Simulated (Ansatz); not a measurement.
Relaxation of BrCl2FHIn (6 atoms, charge 0, multiplicity 1), to a largest force component of 0.03 eV/Å in at most 50 steps.

These are results of RKS B3LYP-D4/def2-SVP (Ansatz), not measurements.

```xyz
6
Properties=species:S:1:pos:R:3
In -0.665 0.112 -0.863
F 0.841 -0.571 1.967
Cl -0.941 -2.025 -1.764
Cl -2.463 1.383 -0.088
H 1.531 -0.078 1.627
Br 1.697 1.179 -0.878
```

**Question.** Where does it end, and by what steps?

**Answer.** The run converged. After 6 steps the energy has fallen by 0.376 eV; F2 moved furthest, 0.57 Å. Joined: In1–F2.

```json
{"step": "0", "energy less start (eV)": "0.0000", "largest force component (eV/Å)": "0.936", "accepted": "yes"}
{"step": "1", "energy less start (eV)": "-0.1506", "largest force component (eV/Å)": "0.514", "accepted": "yes"}
{"step": "2", "energy less start (eV)": "-0.2783", "largest force component (eV/Å)": "0.534", "accepted": "yes"}
{"step": "3", "energy less start (eV)": "-0.3499", "largest force component (eV/Å)": "0.355", "accepted": "yes"}
{"step": "4", "energy less start (eV)": "-0.3722", "largest force component (eV/Å)": "0.155", "accepted": "yes"}
{"step": "5", "energy less start (eV)": "-0.3751", "largest force component (eV/Å)": "0.048", "accepted": "yes"}
{"step": "6", "energy less start (eV)": "-0.3756", "largest force component (eV/Å)": "0.023", "accepted": "yes"}
```

```xyz
6
Properties=species:S:1:pos:R:3
In -0.493 0.057 -0.588
F 0.507 -0.507 1.511
Cl -0.785 -2.050 -1.559
Cl -2.307 1.368 0.093
H 1.318 -0.053 1.328
Br 1.760 1.184 -0.784
```

Whether the end is a true minimum wasn't checked by a vibrational analysis.

The run took 29 s on 2 threads of AMD EPYC 7B13 (Zen 3) (shared host), peak memory 0.33 GiB.
